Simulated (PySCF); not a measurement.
Below is a simulated gas-phase Si 1s photoelectron spectrum of `F[SiH2][Se][SiH3]`.

Every computed line was given a Gaussian of 1.0 eV full width at half maximum and an area set by the number of equivalent atoms; the highest printed point is 100. Computed, not measured: delta-SCF UKS SCAN, pcX-2 on the ionised atom, pcseg-1 elsewhere, spin-free X2C in PySCF.

binding energy (eV), intensity and a bar:
```
   1845.8          0 
   1845.9          1 
   1846.0          2 
   1846.1          3 #
   1846.2          5 ##
   1846.3          9 ###
   1846.4         15 ####
   1846.5         23 #######
   1846.6         33 ##########
   1846.7         46 ##############
   1846.8         59 ##################
   1846.9         73 ######################
   1847.0         84 #########################
   1847.1         93 ############################
   1847.2         99 ##############################
   1847.3        100 ##############################
   1847.4         98 #############################
   1847.5         95 ############################
   1847.6         91 ###########################
   1847.7         89 ###########################
   1847.8         89 ###########################
   1847.9         92 ############################
   1848.0         96 #############################
   1848.1         99 ##############################
   1848.2        100 ##############################
   1848.3         98 #############################
   1848.4         91 ###########################
   1848.5         81 ########################
   1848.6         69 #####################
   1848.7         55 ################
   1848.8         42 ############
   1848.9         30 #########
   1849.0         20 ######
   1849.1         13 ####
   1849.2          8 ##
   1849.3          5 #
   1849.4          3 #
   1849.5          1 
   1849.6          1 
   1849.7          0
```

How many maxima does the curve show, and how many computed lines lie under it?

The curve has 2 maxima (at 1847.3 and 1848.2 eV). Under it lie 2 lines from 2 inequivalent silicon sites.

Decompose the envelope and assign each component. Numbering: `[F:1][SiH2:2][Se:3][SiH3:4]`.

| position (eV) | relative area | line | atoms | environment |
| --- | --- | --- | --- | --- |
| 1847.21 | 1 | Si 1s | Si4 | SiH3 silicon |
| 1848.26 | 1 | Si 1s | Si2 | fluorine-bound silicon |

Above which line width would these two lines show one maximum?

Two equal Gaussians merge once their distance is under 2σ = FWHM/1.177. With 1.04 eV between them that is a full width over 1.22 eV.

The listed Si 1s values span 1.05 eV, from Si4 (bonded to Se and 3 H) to Si2 (bonded to F, Se and 2 H). Summing the Pauling electronegativity differences to the bonded atoms, each weighted by its formal bond order, gives +1.55 for the lowest site and +3.33 for the highest.

No satellites, vibrations or lifetime broadening are included. Geometry: PBE0-D3(BJ)/def2-SVP, one conformer, isolated molecule.

The values belong to the conformer `[F:1][SiH2:2][Se:3][SiH3:4]`: F1–Si2–Se3–Si4 -59°.
